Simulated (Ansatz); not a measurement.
Ansatz (an electronic-structure program) input:

Ansatz 0.2 input:
```yaml
crystal:
  periodic: [false, false, false]
  atoms:
    - {symbol: B, position_ang: [0.86679813, 0.05067385, -0.04201252]}
    - {symbol: F, position_ang: [1.52447394, 1.18886541, -0.13561369]}
    - {symbol: F, position_ang: [1.64840094, -1.01129306, -0.05087798]}
    - {symbol: C, position_ang: [-0.69676539, -0.04433100, 0.06904839]}
    - {symbol: H, position_ang: [-1.16918058, 0.93243860, 0.07195310]}
    - {symbol: H, position_ang: [-0.98709802, -0.56867090, 0.97704386]}
    - {symbol: H, position_ang: [-1.10619426, -0.62000839, -0.75852876]}
basis:
  gaussian:
    orbitals: def2-TZVP
hamiltonian:
  xc: b3lyp
  dispersion: d3bj
relax: {f_tol: 0.002, max_steps: 150}
```

Question: Predict the final energy.

Answer: -264.71239 Eh (B3LYP-D3(BJ)/def2-TZVP). The basis has 142 functions.
